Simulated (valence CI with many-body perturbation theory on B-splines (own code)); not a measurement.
# V2+ in brief

Method: configuration interaction combined with many-body perturbation theory (CI+MBPT): three valence electrons over a frozen Dirac-Fock core [Ar], radial functions for each j: 9 s, 9 p, 10 d, 8 f, 5 g, 3 h, 1 i, with the one-electron correlation potential Σ1 (screened to all orders), the two-electron term Σ2, the three-electron term Σ3, Breit, model QED; selected single and double excitations, second order for the rest, scaled by the run's own slope (own B-spline code, finite nucleus).

Against 63 measured levels this calculation errs by 855 cm⁻¹ on average and by 1608 at most. These come from a selection out of Sugar and Corliss, J. Phys. Chem. Ref. Data 7, 1191 (1978). Levels without a partner in it may be off by more, other configurations by 1,000 to 8,000 cm⁻¹. 1 measured level below the end of the list, from 89458 cm⁻¹ on, found no clear computed partner, and computed levels of the same name lie up to 1940 cm⁻¹ from them.

Rates and lifetimes use the calculated energies. Strong lines usually hold to 10 to 20 %, long lifetimes can be off by a factor of two.

Problem. What is the ground level?

Solution. 3d3 4F_3/2, composition 99 % 3d3 4F, g = 0.399.

Problem. Among levels below 102228 cm⁻¹, which E1 lines absorb most strongly from the ground level?

Solution. to 3d2.4p 4F°_3/2 at 117.3 nm, f = 0.112; to 3d2.4p 4D°_1/2 at 114.2 nm, f = 0.0594; to 3d2.4p 4D°_1/2 at 101.9 nm, f = 0.0257.

Problem. How well does LS coupling describe the low levels?

Solution. Among the lowest 20 levels the leading LS term, summed over configurations, holds 98 % on average. For single configurations the figures are 96 % in LS and 58 % in jj coupling. Terms mix most in the J = 3/2 level at 15939 cm⁻¹, where the leading one holds 76 %.

Problem. What is the ionisation energy?

Solution. 29.035 eV; NIST lists 29.3111 eV (measured).

Problem. How is the term 4F of the ground level split?

Solution. J = 3/2 at 0.0, J = 5/2 at 143, J = 7/2 at 337, J = 9/2 at 577 cm⁻¹.
